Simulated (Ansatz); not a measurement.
`FC1N[SiH2]O1` + H₂ → `C1N[SiH2]O1` + H–F at 400 K and 1 bar (hydrogenolysis of a C–F bond).

Gas-phase electronic energies from Ansatz, PBE0-D4/def2-TZVP geometries. CCSD(T)/CBS adds triple-zeta CCSD(T) − MP2 to the extrapolated MP2 energy (def2 sets, frozen cores). This one scheme is used for every species.

```
       species  CCSD(T)/CBS energy (Eh)  H − E (kJ/mol)  S (J/(mol·K))
`FC1N[SiH2]O1`               -559.23757           177.9          332.3
            H₂                 -1.17544            38.0          139.0
 `C1N[SiH2]O1`               -460.03231           195.0          310.4
           H–F               -100.39570            36.5          182.2
```

H − E and S are ideal-gas, rigid-rotor, harmonic terms from PBE0-D4/def2-TZVP, for one conformer and one mirror image of each species. The MP2-based limit puts H₂ 0.8 mEh under its directly extrapolated value; such offsets cancel only in part. 1 Eh = 2625.50 kJ/mol, R = 8.31446 J/(mol·K).

Task: By hand: ΔE, ΔH, ΔS and ΔG.

Result: ΔE = (-460.03231) + (-100.39570) − (-559.23757) − (-1.17544) = -0.01500 Eh = -39.4 kJ/mol. Δ(H − E) = 195.0 + 36.5 − 177.9 − 38.0 = 15.6, so ΔH = -23.8 kJ/mol. ΔS = 310.4 + 182.2 − 332.3 − 139.0 = 21.3 J/(mol·K). ΔG = -23.8 − 400 × (21.3)/1000 = -32.3 kJ/mol.

Task: By hand: the equilibrium constant, and the temperature at which ΔG would vanish if ΔH and ΔS stayed fixed.

Result: log₁₀ K = −ΔG/(RT ln 10) = 4.2. ΔH and −TΔS have one sign here, so there is no such temperature.

TΔS isn't small against ΔH here. A doubt of 5 kJ/mol in ΔE shifts log₁₀ K by 0.7 here. Other conformers and mirror images would add mixing entropy, several J/(mol·K) or more a flexible species. These are equilibria of isolated gas molecules and say nothing of rates. Largest T1 diagnostic: 0.012 (customary marks: 0.02 for closed shells, 0.045 for open ones).
